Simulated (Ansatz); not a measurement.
Consider the ligand exchange at the Si–C bond: `C[SiH2]Br` + `O[SiH3]` → `[SiH3]O[SiH2]Br` + CH₄.

Computed with Ansatz on PBE0-D4/def2-TZVP structures; ΔE is electronic, products minus reactants. CBS: MP2 limit from def2 TZ/QZ plus the TZ coupled-cluster correction, frozen cores. This one scheme is used for every species. DFT in def2-TZVPP. B3LYP here is the variant with VWN-RPA as its local correlation; programs differ in this. HSE06 is defined as in plane-wave codes. For Br outer-core shells are correlated without core-valence functions, which leaves a few kJ/mol of doubt a bond. Scalar relativity is left out up to krypton. One conformer a species, not always the lowest.

| level | ΔE (kJ/mol) | difference from CCSD(T)/CBS |
| --- | --- | --- |
| LDA (SPW92) | -104.1 | 14.4 |
| PBE-D4 | -106.0 | 12.5 |
| revPBE-D4 | -106.3 | 12.2 |
| r2SCAN-D4 | -117.1 | 1.4 |
| B97M-V | -119.7 | -1.2 |
| PBE0-D4 | -110.0 | 8.5 |
| r2SCANh-D4 | -117.5 | 1.0 |
| r2SCAN0-D4 | -118.1 | 0.4 |
| HSE06-D4 | -109.8 | 8.7 |
| BHLYP-D4 | -130.2 | -11.7 |
| CAM-B3LYP-D4 | -124.2 | -5.7 |
| ωB97X-V | -116.4 | 2.1 |
| ωB97M-V | -116.1 | 2.4 |
| B2PLYP | -120.5 | -2.0 |
| PBE-QIDH | -114.5 | 4.0 |
| PBE | -102.9 | 15.6 |
| revPBE | -101.6 | 16.9 |
| BLYP | -115.1 | 3.4 |
| r2SCAN | -116.2 | 2.3 |
| PBE0 | -107.1 | 11.4 |
| B3LYP | -118.2 | 0.3 |
| r2SCANh | -116.5 | 2.0 |
| r2SCAN0 | -117.0 | 1.5 |
| HSE06 | -106.9 | 11.6 |
| BHLYP | -124.8 | -6.3 |
| CAM-B3LYP | -120.9 | -2.4 |
| LC-ωPBE | -109.7 | 8.8 |
| RPA@PBE/def2-TZVPP | -117.4 | 1.1 |
| HF/def2-SVP | -127.3 | -8.8 |
| MP2/def2-SVP | -118.4 | 0.1 |
| CCSD/def2-SVP | -118.3 | 0.2 |
| HF/def2-TZVPP | -132.9 | -14.4 |
| SCS-MP2/def2-TZVPP | -122.7 | -4.2 |
| CCSD/def2-TZVPP | -119.8 | -1.3 |
| CCSD(T)/def2-TZVPP | -118.2 | 0.3 |
| MP2/def2-QZVPP | -120.6 | -2.1 |
| SCS-MP2/def2-QZVPP | -123.3 | -4.8 |
| HF/CBS(def2) | -134.9 | -16.4 |
| MP2/CBS(def2) | -120.1 | -1.6 |
| CCSD/CBS(def2) | -120.1 | -1.6 |
| CCSD(T)/CBS | -118.5 | 0 |

Largest T1 diagnostic among the species: 0.011.

From BLYP to BHLYP (50 % exact exchange), in def2-TZVPP and without D4, ΔE moves by −9.7 kJ/mol. Leaving LDA and LC-ωPBE aside and taking each functional with its dispersion term where it has one, the values spread over 24.3 kJ/mol, from BHLYP-D4 to PBE-D4. In def2-TZVPP, CCSD(T) changes the Hartree–Fock value by +14.6 kJ/mol (the triples alone add +1.6 kJ/mol) and MP2 by +13.1 kJ/mol.
